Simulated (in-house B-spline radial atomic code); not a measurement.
# RPA and G0W0 on PBE: Zr VIII (Zr7+)

Configuration [Ar] 3d10 4s2 4p3, highest spin, mean-field start PBE. Computed with an all-electron radial atomic-structure program (B-spline basis): all electrons, non-relativistic, point nucleus, each spin shell either full or empty, empty states to l = 9 with an (l + 1/2)⁻⁴ tail; G0W0 by contour deformation at full frequency.

Without relativity these are model numbers: it shifts the levels of so heavy an element strongly and can reorder them.

Command:
```bash
python run_gw.py task.json out
```
Settings (radii: box in bohr, nucleus in fm):
```
Z                        40
electrons                33
configuration            [Ar] 3d10 4s2 4p3
hamiltonian              nr
method                   pbe,pbe
lmax                     9
spin_polarised           True
box_radius               8.41
intervals                50
```

Run time, properties included: 3.5 s on 1 thread of Intel(R) Xeon(R) Platinum 8375C CPU @ 2.90GHz, on a shared host.

Energies (hartree):

| term | value |
| --- | --- |
| mean-field total | -3527.00531 |
| Hartree-Fock functional on these orbitals | -3525.79227 |
| direct second order | -2.7901 |
| second-order exchange | 0.81779 |
| SOSEX correction | 0.76132 |

Task: What is the RPA correlation energy, and what remains with SOSEX?

Result: RPA gives -2.4835 hartree (-2.05 eV per electron); RPA + SOSEX gives -1.7222, and the second-order doubles -1.9723 hartree (no singles). SOSEX takes back 31 % of the RPA value.

Quasi-particle levels (eV):

| level | occupied | mean field | Σx - vxc | Σc | QP weight | G0W0 |
| --- | --- | --- | --- | --- | --- | --- |
| 4p up | yes | -125.47 | -8.73 | ? | ? | ? |
| 4s down | yes | -142.74 | -5.38 | -3.29 | 0.962 | -151.41 |
| 3d down | yes | -282.34 | -26.28 | 5.47 | 0.933 | -303.15 |
| 4p down | no | -120.49 | 10.53 | -3.16 | 0.959 | -113.11 |

G0W0 = mean field + (Σx - vxc) + Σc, with Σc (partial-wave tail included) taken at the quasi-particle energy. Only the outer levels were computed. Levels of low weight are left out.

Task: Where does G0W0 put 4p up?

Result: At -134.72 eV, with Σc = -0.52 eV and a quasi-particle weight of 0.958. The tabulated removal energy is 133.7 ± 0.5 eV (NIST, semi-empirical); the calculation leaves out relativity, Breit and QED terms, and what these don't explain is the method's own error.
